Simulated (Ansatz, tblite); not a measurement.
Adding an electron: the cluster MoS2⁺. Total charge 1; doublet. Geometry: PBE-D4/def2-TZVP. Ansatz, gas phase; energy differences of separate SCF runs; the reduced species is a triplet (the singlet lies 0.72 eV higher at PBE0-D4/def2-TZVP).

```csv
atom,x (Å),y (Å),z (Å)
Mo1,-0.205,0.040,0.819
S2,-1.485,-0.221,-0.797
S3,1.690,0.181,-0.021
```

In the def2 sets Mo takes a core potential; there is no spin–orbit coupling. The xTB rows come from tblite. The structure comes from a short search, and lower isomers may exist.

```json
{"level": "GFN1-xTB", "−HOMO (eV)": "–", "−LUMO (eV)": "–", "vertical EA (eV)": "12.93", "HOMO–LUMO gap (eV)": "–", "remarks": "–"}
{"level": "GFN2-xTB", "−HOMO (eV)": "–", "−LUMO (eV)": "–", "vertical EA (eV)": "13.28", "HOMO–LUMO gap (eV)": "–", "remarks": "–"}
{"level": "PBE-D4/def2-TZVP", "−HOMO (eV)": "11.71", "−LUMO (eV)": "10.65", "vertical EA (eV)": "7.79", "HOMO–LUMO gap (eV)": "1.05", "remarks": "–"}
{"level": "r2SCAN-D4/def2-TZVP", "−HOMO (eV)": "12.07", "−LUMO (eV)": "10.65", "vertical EA (eV)": "8.01", "HOMO–LUMO gap (eV)": "1.42", "remarks": "spin-contaminated (⟨S²⟩ 0.85) (+1 doublet)"}
{"level": "PBE0-D4/def2-TZVP", "−HOMO (eV)": "12.82", "−LUMO (eV)": "9.89", "vertical EA (eV)": "8.05", "HOMO–LUMO gap (eV)": "2.94", "remarks": "spin-contaminated (⟨S²⟩ 0.91) (+1 doublet)"}
```

  HOMO and LUMO are the levels of the spin that leaves or enters (xTB has no such levels and no spin-polarisation term). Other spin states of the ions may lie lower, which would lower the ionisation energy or raise the affinity. Raw xTB energy differences between charge states are shifted by several eV; the methods need an empirical correction for them.
